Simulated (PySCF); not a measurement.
## Mn⁺ (manganese, charge +1) across methods

[Ar] 3d4 4s1 4p1, one real determinant (an excited configuration). Computed with PySCF 2.14 in aug-cc-pwCVTZ (10s9p7d4f3g, 127 functions), with no relativity, point nucleus.

```csv
method,E (hartree),mean ε 3d α (eV),mean ε 4s α (eV),mean ε 4p α (eV),Σ⟨r²⟩ (bohr²),⟨S²⟩
PBE,-1150.090,-23.264,-14.904,-9.802,32.69,12.000
M06-2X,-1150.314,-28.489,-16.830,-11.467,32.56,12.001
UHF,-1149.29879,-33.257,-18.601,-12.940,33.14,12.002
LDA,-1147.953,-23.416,-15.107,-9.830,32.57,12.000
PBE0,-1150.137,-25.936,-15.942,-10.704,32.66,12.001
r2SCAN,-1150.325,-23.891,-15.209,-10.003,32.47,12.001
r2SCAN0,-1150.316,-26.401,-16.168,-10.812,32.51,12.001
B97-3,-1150.208,-25.992,-15.814,-10.630,32.72,12.001
```

⟨L²⟩ = 8.01 against 12 for a pure F term, so this real determinant mixes terms.
